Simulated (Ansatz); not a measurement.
Reaction (hydrogenolysis of a B–O bond): `BC(=C)BO` + H₂ → `BC(B)=C` + H₂O

Calculated with Ansatz (gas phase, PBE0-D4/def2-TZVP geometries, no zero-point term in ΔE). CBS: MP2 limit from def2 TZ/QZ plus the TZ coupled-cluster correction, frozen cores. This one scheme is used for every species. Functionals use def2-TZVPP. HSE06 is defined as in plane-wave codes. Each species was taken in one conformer, which may not be the lowest.

`BC(=C)BO`:

Cartesian coordinates in Å:
```
B -1.070 -0.793 -0.664
C -0.159 0.076 0.220
C -0.679 0.581 1.357
B 1.331 0.404 -0.127
O 1.924 -0.062 -1.248
H -0.677 -1.277 -1.694
H -2.204 -1.010 -0.344
H -0.092 1.205 2.031
H -1.708 0.390 1.654
H 2.009 1.087 0.593
H 1.325 -0.600 -1.778
```

H₂:

Cartesian coordinates in Å:
```
H -0.193 0.066 0.313
H 0.193 -0.066 -0.313
```

`BC(B)=C`:

```xyz
10

B    -0.711   -0.534    1.257
C     0.017    0.005    0.002
B    -0.607    0.094   -1.412
C     1.292    0.431    0.152
H    -1.841   -0.924    1.204
H    -0.133   -0.564    2.309
H     0.046    0.528   -2.320
H    -1.730   -0.261   -1.622
H     1.869    0.824   -0.684
H     1.799    0.400    1.115
```

H₂O:

Cartesian coordinates in Å:
```
O -0.332 0.036 0.200
H 0.177 -0.764 0.053
H 0.155 0.728 -0.253
```

```tsv
level	ΔE (eV)
revPBE-D4	1.43
HSE06-D4	1.37
ωB97X-V	1.35
HSE06	1.35
RPA@PBE/def2-TZVPP	1.31
CCSD/def2-SVP	1.51
HF/def2-TZVPP	1.14
SCS-MP2/def2-QZVPP	1.31
```

(1) What does CCSD(T)/CBS give? (An estimate is asked.)

(2) What do rigid-rotor, harmonic-oscillator terms from PBE0-D4/def2-TZVP frequencies (298.15 K, 1 bar) make of the CCSD(T)/CBS value? (Estimate.)

Largest T1 diagnostic among the species: 0.013.

Answers

(1) The calculation gave: +1.32 eV. The listed levels differ from it by 0.11, 0.05, 0.03, 0.03, -0.01, 0.19, -0.18, -0.01 eV.

(2) Ansatz gave: ΔZPE = +0.09 eV, ΔH = +1.41 eV, ΔS = 37 J/(mol·K), ΔG = +1.29 eV.

From BLYP to BHLYP (50 % exact exchange), in def2-TZVPP and without D4, ΔE moves by −0.09 eV. The D4 term adds +0.05 eV with B3LYP and +0.03 eV with PBE0; it sums over pairs of atoms, weighted by their polarisabilities, and B3LYP, whose exchange is more repulsive, gets the larger term.

B3LYP here is the variant with VWN-RPA as its local correlation; programs differ in this.
